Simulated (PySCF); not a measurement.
Spectrum to structure. Level of theory: TDDFT PBE0/def2-SVPD, vertical, gas phase, core orbitals frozen in the response in PySCF 2.14.0, density-fitted response routines. Geometries: GFN2-xTB, one conformer each.

```csv
state,λ (nm),f
S1,243.4,0.761
S2,213.7,0.0000
S3,199.0,0.022
S4,183.2,0.0054
S5,182.9,0.0000
S6,175.5,0.0046
```

Triplets computed (Tamm–Dancoff): 2.72, 4.50 eV.

**Question.** Which structure fits?
A. `C=C(F)/C=C/C#N`
B. `FC(F)(F)C(F)([SiH3])[SiH3]`
C. `CCC(=O)OCC#N`

**Answer.** A. Its S1, at 5.09 eV, is the lowest among the candidates; the nearest of the others has S1 at 6.03 eV. S1 is HOMO→LUMO (97%). Löwdin shares by element: HOMO carbon 71% or more (atoms not listed hold the other 29%); LUMO carbon 60% or more, nitrogen 11% (atoms not listed hold the other 29%). At the same level the other candidates give, for their lowest levels:
- `FC(F)(F)C(F)([SiH3])[SiH3]`: 171 nm (f 0.052); 159 nm (f 0.048); 155 nm (f 0.087); 152 nm (f 0.005); 147 nm (f 0.046); T1 6.65 eV; HOMO -8.95, LUMO -0.22 eV
- `CCC(=O)OCC#N`: 206 nm (f 0.001); 168 nm (f 0.026); 165 nm (f 0.018); 156 nm (f 0.042); 154 nm (f 0.001); T1 5.49 eV; HOMO -8.72, LUMO -0.48 eV

The values belong to the conformer `[CH2:1]=[C:2]([F:3])/[CH:4]=[CH:5]/[C:6]#[N:7]`: C1–C2–C4–C5 180°.
